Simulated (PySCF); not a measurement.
A structure optimised at PBE0-D3(BJ)/def2-SVP, used in a PySCF frequency run:

```xyz
9

Cl     1.9572    -0.2195    -0.2133
Si     0.0663     0.1456     0.5470
C     -1.1922     1.1430    -0.4230
N     -2.0585     0.1946    -0.4824
C     -1.3833    -0.9941     0.0890
H      0.2476     0.5101     1.9827
H     -1.4103     2.1465    -0.8127
H     -1.9842    -1.4773     0.8756
H     -1.1909    -1.7412    -0.6969
```

**Question.** Write its SMILES and formula.

**Answer.** Cl[Si@H]1C=NC1, C2H4ClNSi

**Question.** What are its rotational constants (standard atomic weights)?

**Answer.** 8.4041, 1.9126, 1.7785 GHz
